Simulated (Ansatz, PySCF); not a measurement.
This PySCF input computes a BLYP/def2-TZVPD energy:

```python
from pyscf import gto, scf, dft

mol = gto.M(
    atom='''
    C    -1.04934839   -0.01000115   -0.04078540
    Si    0.75946497    0.00723832    0.02951840
    H    -1.40732725   -0.61205719   -0.89091039
    H    -1.45130815    1.00896482   -0.15684383
    H    -1.47778377   -0.43823725    0.87920906
    ''',
    basis='def2-tzvpd',
    charge=1,
    spin=0,
    verbose=4,
)

mf = dft.RKS(mol, xc='blyp').density_fit(auxbasis='def2-universal-jkfit')
mf.grids.level = 3
mf.conv_tol = 1e-9
mf.max_cycle = 100
mf.max_memory = 1500
mf.kernel()
if not mf.converged:
    mf = mf.newton()
    mf.kernel(mf.make_rdm1())
mf.analyze()
```

Write an input for the same energy in Ansatz (a first-principles code) and say what it gives.


Ansatz 0.2 input:
```yaml
crystal:
  periodic: [false, false, false]
  atoms:
    - {symbol: C, position_ang: [-1.04934839, -0.01000115, -0.04078540]}
    - {symbol: Si, position_ang: [0.75946497, 0.00723832, 0.02951840]}
    - {symbol: H, position_ang: [-1.40732725, -0.61205719, -0.89091039]}
    - {symbol: H, position_ang: [-1.45130815, 1.00896482, -0.15684383]}
    - {symbol: H, position_ang: [-1.47778377, -0.43823725, 0.87920906]}
basis:
  gaussian:
    orbitals: def2-TZVPD
hamiltonian:
  xc: {name: BLYP}
total_charge: 1
output: {forces: true}
```
It gives -329.06117 Eh, and PySCF -329.06125 Eh, a difference of 0.08 mEh, from the treatment of integrals and grids.
